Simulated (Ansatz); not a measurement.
Sn4H8, 12 atoms. Hardware: 4 threads of Arm Neoverse V2 on a shared host.

In the def2 sets Sn takes a core potential; there is no spin–orbit coupling. Correlated methods freeze 16 core orbitals; core or outer-core shells of Sn are correlated, in sets that lack core-valence functions.

How many basis functions does each of these Ansatz runs have, and roughly what does it cost? PBE-D4/def2-TZVP, charge 0 singlet, energy and forces, from earlier orbitals; PBE-D4/def2-SVP, charge 0 singlet, energy, from earlier orbitals; LC-ωPBE/def2-TZVP, charge 0 singlet, energy, from earlier orbitals; MP2/def2-TZVP, charge 0 singlet, energy, from earlier orbitals; PBE-D4/def2-SVP, charge 0 singlet, relaxation, 16 steps; ωB97M-V/def2-TZVP, charge 0 singlet, energy, from earlier orbitals; r2SCAN-D4/def2-TZVP, charge 0 singlet, energy, from earlier orbitals; PBE0-D4/def2-SVP, charge 0 singlet, energy, from earlier orbitals; r2SCAN0-D4/def2-TZVP, charge 0 singlet, energy, from earlier orbitals; CCSD(T)/def2-SVP, charge 0 singlet, energy, from earlier orbitals; PBE0-D4/def2-TZVP, charge 0 singlet, energy, from earlier orbitals; HF/STO-3G, charge 0 singlet, energy.

Other jobs shared the machine, so times can vary by a factor of up to 3. A dash marks memory too small to be measured apart from the calling script's.

```csv
run,functions,fitting or Cholesky vectors,wall time,peak host memory (GiB)
"PBE-D4/def2-SVP, charge 0 singlet, energy, from earlier orbitals",144,1628,1.4 s,–
"HF/STO-3G, charge 0 singlet, energy",116,1555,2.1 s,0.59
"PBE0-D4/def2-SVP, charge 0 singlet, energy, from earlier orbitals",144,1776,2.6 s,–
"PBE-D4/def2-TZVP, charge 0 singlet, energy and forces, from earlier orbitals",248,1904,3.6 s,–
"LC-ωPBE/def2-TZVP, charge 0 singlet, energy, from earlier orbitals",248,1904,3.9 s,0.69
"MP2/def2-TZVP, charge 0 singlet, energy, from earlier orbitals",248,2317,6 s,0.94
"r2SCAN-D4/def2-TZVP, charge 0 singlet, energy, from earlier orbitals",248,1904,6 s,–
"PBE0-D4/def2-TZVP, charge 0 singlet, energy, from earlier orbitals",248,2196,6.5 s,1.1
"r2SCAN0-D4/def2-TZVP, charge 0 singlet, energy, from earlier orbitals",248,2196,8.5 s,1.1
"ωB97M-V/def2-TZVP, charge 0 singlet, energy, from earlier orbitals",248,2080,16 s,1.4
"PBE-D4/def2-SVP, charge 0 singlet, relaxation, 16 steps",144,1628,21 s,–
"CCSD(T)/def2-SVP, charge 0 singlet, energy, from earlier orbitals",144,1776,50 s,1.5
```
